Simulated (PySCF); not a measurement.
CH4BFO, SMILES COBF. Atoms are numbered in the order given.

```xyz
8

B     -0.5866    -0.7974     0.0000
H     -1.5648    -1.5003     0.0000
F      0.6321    -1.3508     0.0000
O     -0.7195     0.5401     0.0000
C      0.4096     1.4010     0.0000
H      1.0324     1.2406     0.8946
H      0.0421     2.4366     0.0000
H      1.0324     1.2406    -0.8946
```
Charge 0, spin multiplicity 1.

Geometry optimised at ωB97X-D3(BJ)/def2-SVP. A frequency run showed that this geometry is not a minimum. One conformer was computed; it need not be the lowest.

Level of theory: PBE0/pcJ-1 in PySCF.

Isotropic couplings with Fermi-contact, spin-dipole and both spin-orbit terms, one fixed conformer, no vibrational averaging. Isotopes: 11B, 13C, 19F, 1H.

| pair | bonds apart | J (Hz) |
|---|---|---|
| B1–H2 | 1 | 194.7 |
| B1–F3 | 1 | (withheld) |
| C5–H6 | 1 | 140.6 |
| C5–H7 | 1 | 146.6 |
| C5–H8 | 1 | 140.6 |
| B1–C5 | 2 | (withheld) |
| H2–F3 | 2 | 101.8 |
| H6–H7 | 2 | -12.0 |
| H6–H8 | 2 | -12.6 |
| H7–H8 | 2 | -12.0 |
| B1–H6 | 3 | 1.3 |
| B1–H7 | 3 | 7.1 |
| B1–H8 | 3 | 1.3 |
| H2–C5 | 3 | 5.1 |
| F3–C5 | 3 | (withheld) |
| H2–H6 | 4 | (withheld) |
| H2–H7 | 4 | (withheld) |
| H2–H8 | 4 | (withheld) |
| F3–H6 | 4 | -0.7 |
| F3–H7 | 4 | -1.5 |
| F3–H8 | 4 | -0.7 |

Problem. Fill in the missing entries. (The exact figures need the calculation; the answer reports its results.)

Solution. 
- B1–F3, J (Hz): -170.3
- B1–C5, J (Hz): -2.7
- F3–C5, J (Hz): 12.1
- H2–H6, J (Hz): -1.3
- H2–H7, J (Hz): -0.6
- H2–H8, J (Hz): -1.3
